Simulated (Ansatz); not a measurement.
The cluster Rb₅H₄, 9 atoms. Hardware: 4 threads of Arm Neoverse V1 on a shared host.

In the def2 sets Rb takes a core potential; there is no spin–orbit coupling. Correlated methods freeze no core orbitals; core or outer-core shells of Rb are correlated, in sets that lack core-valence functions.

Problem. How many basis functions does each of these Ansatz runs have, and roughly what does it cost? CCSD(T)/def2-SVP, charge 0 doublet, energy, from earlier orbitals; PBE-D4/def2-TZVP, charge 0 doublet, energy and forces, from earlier orbitals; PBE-D4/def2-SVP, charge 0 doublet, energy with a search over starts; PBE-D4/def2-SVP, charge 0 doublet, energy, from earlier orbitals; r2SCAN-D4/def2-TZVP, charge 0 doublet, energy, from earlier orbitals; MP2/def2-TZVP, charge 0 doublet, energy, from earlier orbitals; ωB97X-V/def2-TZVP, charge 0 doublet, energy, from earlier orbitals; PBE0-D4/def2-TZVP, charge 0 doublet, energy, from earlier orbitals; B3LYP-D4/def2-SVP, charge 0 doublet, relaxation, 5 steps; HSE06-D4/def2-TZVP, charge 0 doublet, energy, from earlier orbitals; PBE0-D4/def2-SVP, charge 0 doublet, energy, from earlier orbitals; LC-ωPBE/def2-TZVP, charge 0 doublet, energy, from earlier orbitals.

Solution. Other jobs shared the machine, so times can vary by a factor of up to 3. A dash marks memory too small to be measured apart from the calling script's.

| run | functions | fitting or Cholesky vectors | wall time | peak host memory (GiB) |
| --- | --- | --- | --- | --- |
| MP2/def2-TZVP, charge 0 doublet, energy, from earlier orbitals | 189 | 1902 | 4.9 s | 0.63 |
| PBE-D4/def2-SVP, charge 0 doublet, energy, from earlier orbitals | 140 | 1582 | 5.5 s | – |
| PBE0-D4/def2-SVP, charge 0 doublet, energy, from earlier orbitals | 140 | 1582 | 7 s | 0.62 |
| PBE-D4/def2-TZVP, charge 0 doublet, energy and forces, from earlier orbitals | 189 | 1796 | 8.5 s | – |
| PBE0-D4/def2-TZVP, charge 0 doublet, energy, from earlier orbitals | 189 | 1796 | 9.5 s | 0.89 |
| LC-ωPBE/def2-TZVP, charge 0 doublet, energy, from earlier orbitals | 189 | 1796 | 10 s | 0.81 |
| HSE06-D4/def2-TZVP, charge 0 doublet, energy, from earlier orbitals | 189 | 1796 | 12 s | 1 |
| PBE-D4/def2-SVP, charge 0 doublet, energy with a search over starts | 140 | 1582 | 16 s | – |
| r2SCAN-D4/def2-TZVP, charge 0 doublet, energy, from earlier orbitals | 189 | 1796 | 19 s | 0.67 |
| B3LYP-D4/def2-SVP, charge 0 doublet, relaxation, 5 steps | 140 | 1493 | 26 s | – |
| ωB97X-V/def2-TZVP, charge 0 doublet, energy, from earlier orbitals | 189 | 1796 | 46 s | 1.7 |
| CCSD(T)/def2-SVP, charge 0 doublet, energy, from earlier orbitals | 140 | 1349 | 4 min | 4 |
